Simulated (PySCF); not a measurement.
A search over the determinants of GaCl

Unrestricted PBE0; basis Ga def2-TZVPP, Cl def2-TZVPP; no relativity; PySCF 2.14. Outer shells of the fragments: Ga 3d10 4s2 4p1; Cl 3s2 3p5.

Followed along the bond (rough minima from three points):

```csv
2Ms+1,unpaired,⟨S²⟩ at the start,R at minimum (Å),Te (eV)
1,none,0.00,2.22,0.00
3,"σ ↑, π ↑",2.00,2.17,3.43
```

Solutions found at the starting distance of 2.175 Å, counted from the lowest of them; the search is not exhaustive and high or unbound solutions are not listed, so other states can lie among these:

| 2Ms+1 | unpaired | term | E (eV) | ⟨S²⟩ | ⟨Lz²⟩ | μ (D) |
| --- | --- | --- | --- | --- | --- | --- |
| 1 | none | ¹Σ⁺ | 0.00 | 0.00 | 0.00 | -2.06 |
| 3 | σ ↑, π ↑ | ³Π | 3.42 | 2.00 | 1.00 | -1.63 |
| 1 | σ ↑, π ↓ | mixed | 4.01 | 1.01 | 1.01 | -1.21 |
| 3 | σ ↑↑ | ³Σ⁺ | 5.98 | 2.00 | 0.00 | -0.57 |
| 3 | π ↑↑ | mixed | 6.03 | 2.01 | 2.02 | 3.29 |
| 3 | π ↑↑ | mixed | 6.22 | 2.01 | 2.02 | 3.39 |

A term symbol is given only where ⟨S²⟩ and ⟨Lz²⟩ are close to those of a pure state; real π, δ and φ orbitals otherwise mix terms. A positive dipole means Ga(−)Cl(+).

Counting both spins, an empty level lies below a filled one in some of these solutions, because spin and occupation are held.
